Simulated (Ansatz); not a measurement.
Consider the redistribution: `[CH3][SnH2][SeH]` + `O[SiH2][SiH2]Br` → `[CH3][SnH2][SiH2]O` + `[SeH][SiH2]Br`.

Isolated molecules relaxed with PBE0-D4/def2-TZVP in Ansatz; ΔE leaves out vibrations. CCSD(T)/CBS is the MP2 limit (def2-TZVPP, def2-QZVPP) plus CCSD(T) − MP2 in def2-TZVPP, frozen cores. def2 core potentials past Kr. For Br, Se, Sn outer-core shells are correlated without core-valence functions, which leaves a few kJ/mol of doubt a bond. Scalar relativity is left out up to krypton. Each species was taken in one conformer, which may not be the lowest.

```json
{"species": "`[CH3][SnH2][SeH]`", "CCSD(T)/def2-TZVPP energy (Eh)": "-2655.43477"}
{"species": "`O[SiH2][SiH2]Br`", "CCSD(T)/def2-TZVPP energy (Eh)": "-3229.03742"}
{"species": "`[CH3][SnH2][SiH2]O`", "CCSD(T)/def2-TZVPP energy (Eh)": "-620.71888"}
{"species": "`[SeH][SiH2]Br`", "CCSD(T)/def2-TZVPP energy (Eh)": "-5263.75321"}
```

Task: Work out ΔE.

Result: ΔE = (-620.71888) + (-5263.75321) − (-2655.43477) − (-3229.03742) = 0.00010 Eh = +0.1 kcal/mol. CCSD(T)/CBS gives +0.5 kcal/mol.

Largest T1 diagnostic among the species: 0.012.

In def2-TZVPP, CCSD(T) changes the Hartree–Fock value by −2.2 kcal/mol (the triples alone add −0.1 kcal/mol) and MP2 by −3.2 kcal/mol.
